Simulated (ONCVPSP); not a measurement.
## Scattering properties, ONCV potential for carbon (C)

carbon (C), optimised norm-conserving Vanderbilt (ONCV), made with ONCVPSP 4.0.1 (PBE, scalar-relativistic). Core [He], reference 2s2 (charge +2). Waves: 2s: rc 1.20 bohr, ncon 3, nbas 6, qcut 5.9 1/bohr, 2 projectors, debl 2.7 Ha; p scattering state at 0.41 Ha: rc 1.15 bohr, ncon 4, nbas 7, qcut 6.7 1/bohr, 1 projector; d scattering state at 0.18 Ha: rc 1.10 bohr, ncon 5, nbas 8, qcut 8.1 1/bohr, 3 projectors, debl 2.4 Ha. Local part: polynomial inside 1.00 bohr (lpopt 3, dvloc0 3 Ha). Core correction: polynomial model core, fcfact 0.45.

In the p channel the program set the typed energies aside and used 0.050 Ha.

The phase is arctan(r·R′/R) of the radial function R(r), unwrapped; energies in Ha, scanned from -3 to 5 Ha. A pole is an energy at which the radial function vanishes at the test radius. The pseudo phase is shifted by a multiple of π to meet the all-electron one at the reference energy, and phase errors are pseudo minus all-electron; the curves can meet again beyond the range given. Levels narrower than the energy grid can be missing from the lists of poles.

Task: For each channel, where are the poles, and over which energies does the pseudopotential scatter like the atom?

Result:

| channel | radius (bohr) | reference energy (Ha) | poles, all-electron | poles, pseudo | unbroken range about the reference energy with phases within 0.05 rad | phase error 1 Ha above the reference energy (rad) |
| --- | --- | --- | --- | --- | --- | --- |
| s | 1.22 | -1.48 | 1.95 | 1.95 | the whole range | -0.000 |
| p | 1.16 | 0.05 | 1.39 | 1.43 | below 3.6 | +0.003 |
| d | 1.12 | 0.18 | none | none | the whole range | -0.000 |

Phases in the s channel:

```csv
E (Ha),all-electron,pseudo
-2.98,0.314,0.314
-2.54,-0.059,-0.059
-2.10,-0.463,-0.463
-1.66,-0.792,-0.792
-1.22,-1.022,-1.022
-0.78,-1.178,-1.178
-0.34,-1.287,-1.287
0.10,-1.368,-1.368
0.54,-1.431,-1.431
0.98,-1.482,-1.482
1.42,-1.525,-1.525
1.86,-1.563,-1.563
2.30,-1.598,-1.598
2.74,-1.632,-1.633
3.18,-1.666,-1.667
3.62,-1.702,-1.703
4.06,-1.740,-1.742
4.50,-1.785,-1.789
4.94,-1.839,-1.846
```
